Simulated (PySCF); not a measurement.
## Polarisability and C₆ of F (fluorine, neutral)

[He] 2s2 2p5, 2P determinant. All numbers are calculated (PySCF 2.14, scalar relativity by spin-free X2C-1e, in dyall-av3z (15s9p3d2f, 71 functions)). Coupled (time-dependent) response in atomic units; α is the mean over directions.

```csv
method,mean α (bohr³),"α xx, yy, zz",C₆ (like pair),S(−4)
UHF,3.071,"2.890, 3.161, 3.161",8.027,3.536
PBE,3.708,"3.311, 3.907, 3.907",10.06,6.723
PBE0,3.479,"3.167, 3.635, 3.635",9.340,5.348
BP86,3.718,"3.333, 3.910, 3.910",10.12,6.547
BHandHLYP,3.303,"3.052, 3.429, 3.429",8.756,4.552
```

S(−4) is the Cauchy moment in α(ω) = α(0) + S(−4) ω² + …

Reference α: 3.74 ± 0.08 bohr³ (recommended; Schwerdtfeger and Nagle, table of static dipole polarizabilities (2023 update)). Published C₆: 9.520 (Chu and Dalgarno (2004); Tang, Norbeck and Certain (1976)).

α(iu) at PBE:

```csv
u (hartree),α(iu) (bohr³)
0,3.708
0.0500,3.692
0.100,3.644
0.200,3.473
0.300,3.246
0.500,2.765
0.750,2.235
1.00,1.808
1.50,1.215
2.00,0.8572
3.00,0.4868
5.00,0.2174
```

A single London oscillator, α(iu) = α/(1 + u²/ω²), gives C₆ = (3/4) ω α². Matching the computed C₆ needs ω = 4 × 10.06 / (3 × 3.708²) = 0.976 hartree.

The components differ because the open shell of this determinant is not spherical; for a pure term their mean is the scalar polarisability.
